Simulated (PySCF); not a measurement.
revPBE on Te⁻ (tellurium, charge -1), [Kr] 4d10 5s2 5p5, 2P determinant. Computed with PySCF 2.14 in aug-cc-pV5Z-PP with ECP28MDF (8s8p6d4f3g2h, 139 functions), with a scalar-relativistic core potential.

```
cycle= 1 E= -268.105033029003  delta_E= -0.0109  |g|= 0.0243  |ddm|= 1.15
cycle= 2 E= -268.105130703132  delta_E= -9.77e-05  |g|= 0.0132  |ddm|= 0.104
cycle= 3 E= -268.105243626645  delta_E= -0.000113  |g|= 0.0117  |ddm|= 0.0802
cycle= 4 E= -268.10533103765  delta_E= -8.74e-05  |g|= 0.000931  |ddm|= 0.0335
cycle= 5 E= -268.105332044311  delta_E= -1.01e-06  |g|= 0.000248  |ddm|= 0.00427
cycle= 6 E= -268.105332119921  delta_E= -7.56e-08  |g|= 2.3e-05  |ddm|= 0.000922
cycle= 7 E= -268.105332120723  delta_E= -8.03e-10  |g|= 5e-06  |ddm|= 0.000144
converged SCF energy = -268.105332120723  <S^2> = 0.75507454  2S+1 = 2.0050681
```

Highest occupied orbital energy: 0.753 eV; ⟨L²⟩ = 2.03; populations by l: s 4.00, p 11.00, d 10.00, f 0.00.

Question: Can this result be used?

Answer: With care. The run converged. Energies and moments cover only the electrons outside the core potential. At revPBE the highest occupied level has a positive energy, so only the finite basis holds that electron; in a semilocal or global hybrid functional this comes from self-interaction and does not mean that the real anion is unbound.
